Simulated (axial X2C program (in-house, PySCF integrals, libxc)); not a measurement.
# CsTc: properties at the nuclei

Computed with an in-house all-electron X2C program for linear molecules (integrals from PySCF): two-component X2C with atomic mean-field Coulomb and Gaunt terms, Gaussian nuclei, basis Cs dyall-cv3z, Tc dyall-cv3z with contracted cores.

R = 3.420 Å (near the PBE0 minimum at charge 0 of the determinant lowest at the starting distance; the state shown can have its own minimum elsewhere).

Input and command:
```json
{"zs": [55, 43], "q": 0, "bas": ["dyall-cv3z", "dyall-cv3z"], "r0": 3.6, "levels": ["PBE0", "HF", "r2SCAN", "LDA", "BHandHLYP"], "nst": 2}
```
```bash
python soeom.py task.json out
```

Keys: zs atomic numbers; q charge; bas basis sets; r0 starting distance in Å; levels methods; nst determinants followed.

Determinant lowest in the PBE0 search, Ω = 3 (⟨Sz⟩ = 1.99, ⟨Lz⟩ = 1.01 at PBE0), spin on the atoms Cs -0.17, Tc 2.16:

```
    level  Eeff magnitude (GV/cm)  Ws magnitude Cs (kHz)  Ws magnitude Tc (kHz)  A∥/gI Cs (MHz)  qzz Cs (a.u.)  A∥/gI Tc (MHz)  qzz Tc (a.u.)  μ (D)
     PBE0                 0.00763                  0.167                  0.151            -147          -0.26             229          -1.05  -7.38
       HF                    17.3                   1.53                   1.74             240          -0.12              70          -1.70  -7.64
   r2SCAN                  0.0904                  0.401                  0.317            -157          -0.32             303          -0.91  -7.77
      LDA                  0.0737                 0.0648                 0.0734            -107          -0.37             239          -1.15  -7.55
BHandHLYP                   0.128                 0.0217                 0.0491            -101          -0.29             141          -1.02  -7.99
```

Determinant 0.02 eV from it at PBE0 and this distance, Ω = 2 (⟨Sz⟩ = 1.99, ⟨Lz⟩ = 0.01 at PBE0), spin on the atoms Cs -0.10, Tc 2.10:

```tsv
level	Eeff magnitude (GV/cm)	Ws magnitude Cs (kHz)	Ws magnitude Tc (kHz)	A∥/gI Cs (MHz)	qzz Cs (a.u.)	A∥/gI Tc (MHz)	qzz Tc (a.u.)	μ (D)
PBE0	0.504	0.265	0.0888	-211	-0.45	113	-2.21	-7.61
r2SCAN	0.476	0.254	0.0818	-180	-0.47	187	-2.18	-8.14
LDA	0.393	0.174	0.0477	-190	-0.53	106	-2.12	-7.46
BHandHLYP	0.579	0.194	0.0081	-162	-0.50	3.31	-2.18	-8.09
```

Eeff is the effective electric field on the electron electric dipole moment in this Ω state and Ws the scalar–pseudoscalar constant of the nucleus named (defined with the proton number Z and per Ω); A∥ (defined per Ω) follows by multiplying with gI = μI/(I μN); qzz is the electric field gradient, eQq0 = 234.96 MHz × Q/barn × qzz; μ is positive if the Tc end (last atom) is positive. The operators were transformed with the bare-nucleus X2C matrices; with these basis sets, hyperfine constants and field gradients can be off by tens of per cent, and where levels differ in sign neither size nor sign is settled.

Each state is one determinant with collinear spin, which with several unpaired electrons need not be a pure state. Unrestricted Hartree–Fock can overshoot spin polarisation at the nuclei. In the state Ω = 3 the sign of Eeff differs between levels (r2SCAN against PBE0). With several open shells hyperfine constants can be off by a factor of several. Where Eeff spreads by more than a factor of two the levels disagree and none is to be relied on. Open-shell Ω = 0 determinants with evenly filled partner blocks cannot be reached by this program, so the Ω shown need not be the lowest component. Left out as unconverged or as another state under the same occupation: HF in at least one table. At r2SCAN a later determinant lies lower. States lie within half an eV, so the first need not be the ground state. The sign of Ws at Cs differs between levels in the first state. Where a field gradient or hyperfine factor spreads by more than a factor of two over the levels, a constant derived from it is not to be relied on. PBE0 term energies can be off by some tenths of an eV.
